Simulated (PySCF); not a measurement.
## Spinor energies of O (oxygen, neutral)

Start: [He] 2s1 2p5; 2s1/2 filled at m_j = +1/2; 2p1/2 filled at m_j = -1/2, +1/2; 2p3/2 filled at m_j = -1/2, +1/2, +3/2. Calculated with PySCF 2.14 in x2c-TZVPall-2c with one added diffuse shell each of s, p, d type (6s4p3d1f, 40 functions): generalised Hartree-Fock with the X2C-1e Hamiltonian and a Gaussian nucleus; one run each with spin-orbit coupling (SO) switched off, then screened by Boettger's factors. This is a chosen level, not necessarily the ground level.

| spinor shell | electrons | ε, spin-free (eV) | ε, screened SO (eV) | weight of nominal j (screened SO) | rms radius, screened SO (bohr) |
| --- | --- | --- | --- | --- | --- |
| 1s1/2 | 2 | -564.19 | -564.18 | 1.000 | 0.231 |
| 2s1/2 | 1 | -40.206 | -40.202 | 1.000 | 1.21 |
| 2p1/2 | 2 | -16.748 | -16.151 | 0.666 | 1.48 |
| 2p3/2 | 3 | -16.748 | -17.144 | 0.778 | 1.43 |

```csv
quantity,spin-free,screened SO
E (hartree),-74.24528,-74.24561
M_J,2,2
⟨J²⟩,6.049,6.048
⟨L²⟩,2.002,2.002
⟨S²⟩,2.047,2.047
```

Each row is a mean over spinors that exchange with the open shell spreads, by up to 8.257 eV (2p1/2).

Rows whose weight is well below 1 are mixtures of j = l ± 1/2: exchange outweighs spin-orbit coupling there, and the label is only the starting occupation.

Without spin-orbit coupling the j labels of p, d and f shells carry no meaning; the spin-free column gives the mean over the occupied spinors of each nl shell.
